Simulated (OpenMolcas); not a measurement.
## V4+: moving the ligands

V4+ with 6 ligands (bromide) in tetragonal octahedral coordination (D4h) at 2.49 Å, the axial distance 2.714 Å. A charge of +0.333 e stands 2.6 Å behind each ligand. Ligand basis ANO-RCC-VDZP.
```
V     0.0000    0.0000    0.0000
Br    2.4900    0.0000    0.0000
Br    0.0000    2.4900    0.0000
Br   -2.4900    0.0000    0.0000
Br    0.0000   -2.4900    0.0000
Br    0.0000    0.0000    2.7141
Br    0.0000    0.0000   -2.7141
```

```
Program             : OpenMolcas 26.06
Method              : CASSCF
Basis               : ANO-RCC-VTZP [6s5p3d2f1g]
Scalar Hamiltonian  : DKH2, point nucleus
Active space        : 1 electron in 5 orbitals (3d)
State averaging     : 2S+1 = 2 even, 5 roots
Spin-orbit coupling : state interaction with AMFI integrals over the reference wave functions
```

Runs around this geometry, states (labels of D4, the rotations of D4h). Energies in cm-1 above the lowest state or level, χT in cm3 K/mol.

```
R (Å)  Axial / equatorial distance  Ground state  First state of that spin  First gap with spin-orbit (degeneracies)  χT at 300 K
 2.49                        1.025            2E                 2B2 324.0                              135.3 (2, 2)        0.345
 2.38                         1.09            2E                 2B2 965.5                              180.1 (2, 2)        0.355
 2.49                         1.09            2E                  2B2 1065                              186.9 (2, 2)        0.360
 2.59                         1.09            2E                  2B2 1123                              189.9 (2, 2)        0.365
```

An orbital doublet at a regular site is open to a Jahn-Teller distortion, which this geometry leaves out. Ligand-to-metal charge-transfer states are missing. This ion would oxidise such ligands; the complex is a model and need not exist. With metal d orbitals alone and no dynamic correlation the field as a rule comes out too small, by tens of per cent, by up to half for chloride and softer ligands. The least metal-like active orbital is 73 % on the metal (Löwdin) and no ligand orbital is active, so the numbers are rough (holds for R = 2.49, ratio = 1.025). The least metal-like active orbital is 71 % on the metal (Löwdin) and no ligand orbital is active, so the numbers are rough (holds for R = 2.38, ratio = 1.09; R = 2.49, ratio = 1.09; R = 2.59, ratio = 1.09). No measured value stands beside these numbers; the geometry is a model, was not optimised and need not be the one that this ion takes.
